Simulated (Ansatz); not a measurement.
Geometry optimisation, Ansatz 0.2.0, RKS B3LYP/def2-SVP.

Input file:

```yaml
crystal:
  periodic: [false, false, false]
  atoms:
    - { symbol: "N", position_ang: [-0.9972, 0.2862, 1.8984] }
    - { symbol: Ge, position_ang: [-0.6505, -1.0884, 0.7412] }
    - { symbol: C, position_ang: [-0.2478, -0.4005, -1.0129] }
    - { symbol: O, position_ang: [-0.8155, -0.7092, -1.9675] }
    - { symbol: Si, position_ang: [1.2159, 0.7334, -1.2261] }
    - { symbol: H, position_ang: [-1.7886, 0.9119, 1.4163] }
    - { symbol: H, position_ang: [-0.166, 0.9344, 1.9342] }
    - { symbol: H, position_ang: [0.6046, -1.8561, 1.2927] }
    - { symbol: H, position_ang: [-1.8703, -2.0091, 0.6804] }
    - { symbol: H, position_ang: [0.9895, 1.9549, -0.3855] }
    - { symbol: H, position_ang: [2.4309, 0.0742, -0.7276] }
    - { symbol: H, position_ang: [1.372, 1.113, -2.6095] }
basis:
  gaussian: { orbitals: def2-SVP }
hamiltonian:
  xc: b3lyp
relax:
  f_tol: 0.02
  max_steps: 50
```

Command:

```bash
$ ansatz run input.yaml --threads 2 --pin off --max-ram 3072MiB --backend cpu --events-out ev --progress --plain --runs-dir out
```

Problem. Where does it end, and by what steps?

Solution. The forces met the threshold. The force dipped under the threshold on the way, but the program's further checks kept it going. After 27 steps the energy has fallen by 0.761 eV; H10 moved furthest, 1.11 Å.

```json
{"step": "0", "energy less start (eV)": "0.0000", "largest force component (eV/Å)": "5.527", "accepted": "yes"}
{"step": "1", "energy less start (eV)": "-0.6011", "largest force component (eV/Å)": "1.271", "accepted": "yes"}
{"step": "2", "energy less start (eV)": "-0.5691", "largest force component (eV/Å)": "2.430", "accepted": "no"}
{"step": "3", "energy less start (eV)": "-0.6952", "largest force component (eV/Å)": "0.250", "accepted": "yes"}
{"step": "4", "energy less start (eV)": "-0.7062", "largest force component (eV/Å)": "0.130", "accepted": "yes"}
{"step": "5", "energy less start (eV)": "-0.7112", "largest force component (eV/Å)": "0.062", "accepted": "yes"}
{"step": "6", "energy less start (eV)": "-0.7131", "largest force component (eV/Å)": "0.049", "accepted": "yes"}
{"step": "7", "energy less start (eV)": "-0.7135", "largest force component (eV/Å)": "0.034", "accepted": "yes"}
{"step": "8", "energy less start (eV)": "-0.7143", "largest force component (eV/Å)": "0.038", "accepted": "yes"}
{"step": "9", "energy less start (eV)": "-0.7147", "largest force component (eV/Å)": "0.084", "accepted": "yes"}
{"step": "10", "energy less start (eV)": "-0.7153", "largest force component (eV/Å)": "0.105", "accepted": "yes"}
{"step": "11", "energy less start (eV)": "-0.7159", "largest force component (eV/Å)": "0.076", "accepted": "yes"}
{"step": "12", "energy less start (eV)": "-0.7171", "largest force component (eV/Å)": "0.236", "accepted": "yes"}
{"step": "13", "energy less start (eV)": "-0.7180", "largest force component (eV/Å)": "0.257", "accepted": "yes"}
{"step": "14", "energy less start (eV)": "-0.7196", "largest force component (eV/Å)": "0.467", "accepted": "yes"}
{"step": "15", "energy less start (eV)": "-0.7213", "largest force component (eV/Å)": "0.377", "accepted": "yes"}
{"step": "16", "energy less start (eV)": "-0.7242", "largest force component (eV/Å)": "0.277", "accepted": "yes"}
{"step": "17", "energy less start (eV)": "-0.7270", "largest force component (eV/Å)": "0.320", "accepted": "yes"}
{"step": "18", "energy less start (eV)": "-0.7310", "largest force component (eV/Å)": "0.312", "accepted": "yes"}
{"step": "19", "energy less start (eV)": "-0.7339", "largest force component (eV/Å)": "0.213", "accepted": "yes"}
{"step": "20", "energy less start (eV)": "-0.7417", "largest force component (eV/Å)": "0.089", "accepted": "yes"}
{"step": "21", "energy less start (eV)": "-0.7461", "largest force component (eV/Å)": "0.240", "accepted": "yes"}
{"step": "22", "energy less start (eV)": "-0.7515", "largest force component (eV/Å)": "0.131", "accepted": "yes"}
{"step": "23", "energy less start (eV)": "-0.7569", "largest force component (eV/Å)": "0.018", "accepted": "yes"}
{"step": "24", "energy less start (eV)": "-0.7585", "largest force component (eV/Å)": "0.116", "accepted": "yes"}
{"step": "25", "energy less start (eV)": "-0.7596", "largest force component (eV/Å)": "0.091", "accepted": "yes"}
{"step": "26", "energy less start (eV)": "-0.7607", "largest force component (eV/Å)": "0.022", "accepted": "yes"}
{"step": "27", "energy less start (eV)": "-0.7609", "largest force component (eV/Å)": "0.006", "accepted": "yes"}
```

```xyz
12
Properties=species:S:1:pos:R:3
N -0.626 0.239 1.973
Ge -0.853 -1.092 0.715
C 0.030 -0.695 -1.091
O -0.097 -1.500 -1.988
Si 1.051 0.960 -1.328
H -1.070 1.134 1.780
H 0.322 0.396 2.308
H -0.223 -2.383 1.279
H -2.367 -1.265 0.478
H 0.144 2.121 -1.084
H 2.141 0.996 -0.308
H 1.624 1.034 -2.700
```

Whether the end is a true minimum wasn't checked by a vibrational analysis.

Run time: 73 s on 2 threads of Intel(R) Xeon(R) 6975P-C (Granite Rapids), with other jobs on the host, peak memory 0.36 GiB.
